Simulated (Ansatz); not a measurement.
Nd(NH2)3 (NdN₃H₆). Charge 0, multiplicity 4. Geometry PBE-D4/def2-SVP.

```csv
atom,x (Å),y (Å),z (Å)
Nd1,-0.1783,-0.1881,0.2667
N2,1.2091,0.9777,1.5743
H3,1.0541,1.8665,2.0735
H4,2.2171,0.7863,1.6856
N5,0.6499,-1.9400,-0.8466
H6,0.2970,-2.2976,-1.7480
H7,1.5137,-2.4758,-0.6721
N8,-1.9538,0.8651,-0.5898
H9,-2.1735,1.8639,-0.4507
H10,-2.6353,0.5420,-1.2929
```

In the def2 sets Nd takes a core potential; there is no spin–orbit coupling. B3LYP takes the VWN-RPA correlation. With an open 4f shell the SCF may have ended on a state above the lowest.

(1) Estimate the α-spin orbital energies around the gap (eV) in Ansatz with LDA (SPW92)/def2-TZVP, PBE-D4/def2-TZVP, B3LYP-D4/def2-TZVP, PBE0-D4/def2-TZVP, ωB97X-V/def2-TZVP.

Answers

(1) 
```csv
orbital,LDA (SPW92)/def2-TZVP,PBE-D4/def2-TZVP,B3LYP-D4/def2-TZVP,PBE0-D4/def2-TZVP,ωB97X-V/def2-TZVP
HOMO−13,-18.49,-18.54,-20.50,-21.01,-23.77
HOMO−12,-18.48,-18.53,-20.50,-21.00,-23.76
HOMO−11,-10.41,-10.33,-11.63,-11.90,-14.46
HOMO−10,-10.41,-10.33,-11.63,-11.90,-14.46
HOMO−9,-10.32,-10.24,-11.55,-11.83,-14.37
HOMO−8,-7.92,-7.79,-9.07,-9.36,-11.87
HOMO−7,-7.09,-7.00,-8.46,-8.81,-11.40
HOMO−6,-7.09,-7.00,-8.45,-8.81,-11.40
HOMO−5,-5.32,-5.15,-7.69,-8.20,-10.88
HOMO−4,-5.32,-5.15,-7.57,-8.00,-10.55
HOMO−3,-5.03,-4.83,-7.57,-8.00,-10.55
HOMO−2,-4.03,-4.47,-6.18,-6.41,-8.87
HOMO−1,-3.99,-4.40,-6.18,-6.41,-8.87
HOMO,-3.99,-4.40,-5.87,-6.08,-8.52
LUMO,-3.49,-3.07,-1.53,-1.19,0.36
LUMO+1,-3.48,-3.05,-1.20,-0.70,1.59
LUMO+2,-3.47,-3.05,-1.16,-0.66,1.74
LUMO+3,-3.42,-2.99,-1.16,-0.65,1.74
LUMO+4,-1.75,-1.64,-1.06,-0.59,1.77
LUMO+5,-0.09,-0.04,0.30,0.59,2.12
β HOMO,-5.03,-4.84,-5.90,-6.12,-8.55
β LUMO,-1.94,-1.86,-1.33,-1.01,0.43
```
